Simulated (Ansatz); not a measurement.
Co5O4⁺, relaxed as a singlet with RKS PBE-D4/def2-SVP in Ansatz, starting from the GFN1-xTB geometry. Force threshold 0.03 eV/Å.

The restricted singlet is unstable towards broken spin symmetry in Hartree–Fock (as tested in another run); at PBE-D4/def2-SVP this wasn't settled. An occupied level of the charge 1 singlet lies above an empty one (by up to 0.09 eV), so this SCF solution is probably not the lowest. The relaxation made no stability test and no search for a lower SCF solution. At PBE-D4/def2-SVP a triplet of charge 1 lies 1.51 eV below the restricted singlet, each at its own geometry. The structure comes from a short search, and lower isomers may exist.

Start:

```xyz
9

Co   -0.040    2.289   -0.312
Co    0.537   -0.251   -2.232
Co   -0.006    0.002   -0.004
Co   -0.530    0.248    2.234
Co    0.041   -2.286    0.311
O    -0.305   -1.264    1.578
O     0.034   -1.428   -1.138
O     0.313    1.261   -1.573
O    -0.044    1.429    1.136
```

```tsv
step	energy (eV)	largest force component (eV/Å)	SCF passes
1	-196248.4994	2.053	128
2	-196248.8788	1.558	54
3	-196249.4229	1.127	75
4	-196249.7695	0.722	121
5	-196250.0337	0.657	103
6 (rejected)	-196249.9722	0.933	101
7	-196250.1119	0.216	76
8	-196250.1411	0.297	68
9	-196250.1612	0.348	67
10	-196250.2019	0.342	76
11	-196250.3059	0.334	76
12	-196250.4361	0.459	73
13	-196250.6093	0.626	232
14	-196250.8352	0.637	95
15	-196251.0932	0.515	93
16	-196251.2542	0.432	81
17	-196251.3275	0.439	78
18	-196251.3710	0.302	62
19 (rejected)	-196251.1864	1.199	69
20	-196251.3887	0.145	58
21 (rejected)	-196251.3862	0.248	60
22	-196251.3929	0.043	52
23	-196251.3936	0.020	43
```

Force components are those of the run's own axes.

End:

```xyz
9

Co    0.3543    1.7173   -0.1070
Co    0.5189   -0.2586   -1.6605
Co   -1.3458    0.0589   -0.2162
Co   -0.0097    0.2345    1.7436
Co    0.1605   -1.7395    0.1879
O     0.8377   -1.2205    1.6432
O    -0.8455   -1.3667   -1.2607
O     1.4085    1.1235   -1.2828
O    -1.0788    1.4510    0.9526
```

Bonds lost: Co3–O6, Co3–O8 (atoms count from 1). Metal–metal contacts that move far: Co1–Co4 3.30 to 2.40 Å, Co2–Co5 3.30 to 2.40 Å, Co1–Co2 3.24 to 2.52 Å, Co4–Co5 3.23 to 2.52 Å.

No frequencies were taken in this run, so the end may be a saddle point.

Run time 2.9 min (4 threads of Arm Neoverse V2 on a shared host).
